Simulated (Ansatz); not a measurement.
Gas-phase electronic energies from Ansatz, PBE0-D4/def2-TZVP geometries. CBS: MP2 limit from def2 TZ/QZ plus the TZ coupled-cluster correction, frozen cores. Functionals use def2-TZVPP. B3LYP here is the variant with VWN-RPA as its local correlation; programs differ in this. def2 core potentials past Kr. For Br, W outer-core shells are correlated without core-valence functions, which leaves a few kJ/mol of doubt a bond. Scalar relativity is left out up to krypton. Each species was taken in one conformer, which may not be the lowest.

`CO[Si](O)([SiH3])Br` + `[OH][W]([F])(=[S])=[S]` → `O[Si](O)([SiH3])Br` + `C[O][W]([F])(=[S])=[S]`  (redistribution)

Q: Is it downhill or uphill in electronic energy at CCSD(T)/CBS, and by how much? (An estimate is asked.)

A: The calculation gave: Downhill: ΔE = -3.4 kcal/mol.

Q: What do these levels give: PBE-D4, B2PLYP, r2SCAN, PBE0, B3LYP, HF/def2-TZVPP, CCSD(T)/def2-TZVPP, HF/def2-QZVPP, MP2/def2-QZVPP, SCS-MP2/def2-QZVPP, HF/CBS(def2), CCSD/CBS(def2)? (Estimate.)

A: Computed: PBE-D4 -3.7, B2PLYP -4.2, r2SCAN -3.8, PBE0 -3.7, B3LYP -4.0, HF/def2-TZVPP -3.9, CCSD(T)/def2-TZVPP -3.7, HF/def2-QZVPP -3.9, MP2/def2-QZVPP -4.3, SCS-MP2/def2-QZVPP -3.9, HF/CBS(def2) -3.8, CCSD/CBS(def2) -3.1 kcal/mol.

Largest T1 diagnostic among the species: 0.022, so the coupled-cluster value is less sure than usual.
